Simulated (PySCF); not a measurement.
```xyz
5
charge 0 multiplicity 1, angstrom
V     0.0000   -0.0395   -0.0280
O     0.0000   -1.2904   -0.9129
F     1.3960   -0.0679    0.9392
F    -1.3960   -0.0679    0.9392
F     0.0000    1.3285   -1.0347
```

These are results of PBE0/[V def2-SVP, O def2-SVP, F def2-SVP], no relativity, density fitting, PySCF, not measurements.

This geometry of VOF3 is a stationary point at this level.

**Question.** What is the point group?

**Answer.** C3v.

**Question.** Is it a minimum?

**Answer.** Yes: all harmonic wavenumbers are real.

**Question.** List the harmonic modes with their infrared intensities.

**Answer.** 
| symmetry | ω (cm⁻¹) | IR (km/mol, summed over degenerate members) | type |
| --- | --- | --- | --- |
| e | 217 | 14.3 | bend |
| a1 | 273 | 11.7 | bend |
| e | 332 | 12.4 | bend |
| a1 | 768 | 46.0 | stretch |
| e | 855 | 392 | stretch |
| a1 | 1206 | 174 | stretch |

**Question.** Give the ideal-gas entropy at 298.15 K and 1 bar by parts.

**Answer.** translation 169.0, rotation 100.5, vibration 36.2, spin 0.0; total 305.6 J/(mol K).

In C3v the vibrations span 3e + 3a1.

Stability towards spin polarisation was not tested. Only a few start shapes were tried, so a lower isomer may exist.
